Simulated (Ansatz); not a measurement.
Sn12O20H17³⁺ (started as a model of: [(RSn)12O14(OH)6]2+, R = H). Charge 3, multiplicity 1. Geometry PBE-D4/def2-SVP.

```xyz
49

Sn   -3.010   -1.013   -0.510
Sn   -1.585   -2.412    2.139
Sn   -0.725   -3.352   -1.071
Sn    0.534   -0.043    3.211
Sn    1.948   -1.589   -2.067
Sn   -2.337    2.140   -1.253
Sn   -0.688   -0.006   -3.257
Sn   -2.112    1.550    2.055
Sn    2.140   -2.134    1.199
Sn    3.185    1.031    0.552
Sn    1.485    2.309   -2.113
Sn    0.635    3.237    1.057
O    -1.206   -1.663    0.164
O    -2.520    0.143   -2.137
O    -3.178    0.862    0.316
O    -1.541   -0.343    2.724
O     0.465   -2.075    2.476
O    -0.135   -1.879   -2.522
O     1.272   -2.957   -0.535
O    -0.088    1.846    2.555
O     2.247   -0.189    2.068
O     1.357    0.267   -2.834
O     2.900   -0.903   -0.369
O    -0.652    1.945   -2.429
O    -1.432    2.797    0.482
O     1.226    1.567   -0.130
O    -3.647   -1.984    1.201
O    -2.907   -2.792   -1.558
O    -1.191   -4.120    0.887
O     3.465    1.938   -1.385
O     2.657    2.821    1.631
O     0.960    4.025   -0.922
H    -4.513   -1.882    1.647
H    -3.449   -3.052   -2.333
H    -1.379   -5.055    1.111
H     4.312    2.155   -1.823
H     3.225    3.342    2.233
H     1.085    4.966   -1.164
H    -2.242   -3.183    3.516
H    -0.767   -4.795   -1.986
H     0.820   -0.022    4.893
H     2.981   -2.384   -3.169
H    -3.533    3.182   -1.879
H    -1.125   -0.059   -4.905
H    -3.266    2.279    3.078
H     3.294   -3.222    1.827
H     4.824    0.898    1.030
H     1.840    3.103   -3.588
H     0.372    4.709    1.892
```

In the def2 sets Sn takes a core potential; there is no spin–orbit coupling. Single mean-field runs in def2-SVP, def2-mTZVP are fitted with def2-universal-jkfit.

(1) Estimate the orbital energies around the gap (eV) in Ansatz with LDA (SPW92)/def2-SVP, PBE-D4/def2-SVP, r2SCAN-D4/def2-SVP, r2SCAN-D4/def2-mTZVP, PBE0-D4/def2-SVP.

## Answers

(1) 
```json
{"orbital": "HOMO−5", "LDA (SPW92)/def2-SVP": "-15.35", "PBE-D4/def2-SVP": "-15.24", "r2SCAN-D4/def2-SVP": "-15.66", "r2SCAN-D4/def2-mTZVP": "-15.69", "PBE0-D4/def2-SVP": "-16.87"}
{"orbital": "HOMO−4", "LDA (SPW92)/def2-SVP": "-15.25", "PBE-D4/def2-SVP": "-15.14", "r2SCAN-D4/def2-SVP": "-15.55", "r2SCAN-D4/def2-mTZVP": "-15.58", "PBE0-D4/def2-SVP": "-16.79"}
{"orbital": "HOMO−3", "LDA (SPW92)/def2-SVP": "-15.22", "PBE-D4/def2-SVP": "-15.13", "r2SCAN-D4/def2-SVP": "-15.53", "r2SCAN-D4/def2-mTZVP": "-15.57", "PBE0-D4/def2-SVP": "-16.74"}
{"orbital": "HOMO−2", "LDA (SPW92)/def2-SVP": "-15.18", "PBE-D4/def2-SVP": "-15.09", "r2SCAN-D4/def2-SVP": "-15.46", "r2SCAN-D4/def2-mTZVP": "-15.49", "PBE0-D4/def2-SVP": "-16.64"}
{"orbital": "HOMO−1", "LDA (SPW92)/def2-SVP": "-15.12", "PBE-D4/def2-SVP": "-15.02", "r2SCAN-D4/def2-SVP": "-15.39", "r2SCAN-D4/def2-mTZVP": "-15.43", "PBE0-D4/def2-SVP": "-16.39"}
{"orbital": "HOMO", "LDA (SPW92)/def2-SVP": "-15.11", "PBE-D4/def2-SVP": "-15.01", "r2SCAN-D4/def2-SVP": "-15.37", "r2SCAN-D4/def2-mTZVP": "-15.41", "PBE0-D4/def2-SVP": "-16.39"}
{"orbital": "LUMO", "LDA (SPW92)/def2-SVP": "-12.54", "PBE-D4/def2-SVP": "-12.34", "r2SCAN-D4/def2-SVP": "-12.27", "r2SCAN-D4/def2-mTZVP": "-12.30", "PBE0-D4/def2-SVP": "-11.63"}
{"orbital": "LUMO+1", "LDA (SPW92)/def2-SVP": "-11.27", "PBE-D4/def2-SVP": "-11.10", "r2SCAN-D4/def2-SVP": "-10.94", "r2SCAN-D4/def2-mTZVP": "-11.02", "PBE0-D4/def2-SVP": "-10.26"}
{"orbital": "LUMO+2", "LDA (SPW92)/def2-SVP": "-10.77", "PBE-D4/def2-SVP": "-10.59", "r2SCAN-D4/def2-SVP": "-10.38", "r2SCAN-D4/def2-mTZVP": "-10.44", "PBE0-D4/def2-SVP": "-9.65"}
{"orbital": "LUMO+3", "LDA (SPW92)/def2-SVP": "-10.76", "PBE-D4/def2-SVP": "-10.58", "r2SCAN-D4/def2-SVP": "-10.37", "r2SCAN-D4/def2-mTZVP": "-10.43", "PBE0-D4/def2-SVP": "-9.65"}
{"orbital": "LUMO+4", "LDA (SPW92)/def2-SVP": "-10.34", "PBE-D4/def2-SVP": "-10.13", "r2SCAN-D4/def2-SVP": "-9.90", "r2SCAN-D4/def2-mTZVP": "-9.97", "PBE0-D4/def2-SVP": "-9.16"}
{"orbital": "LUMO+5", "LDA (SPW92)/def2-SVP": "-10.12", "PBE-D4/def2-SVP": "-9.89", "r2SCAN-D4/def2-SVP": "-9.63", "r2SCAN-D4/def2-mTZVP": "-9.72", "PBE0-D4/def2-SVP": "-8.88"}
```
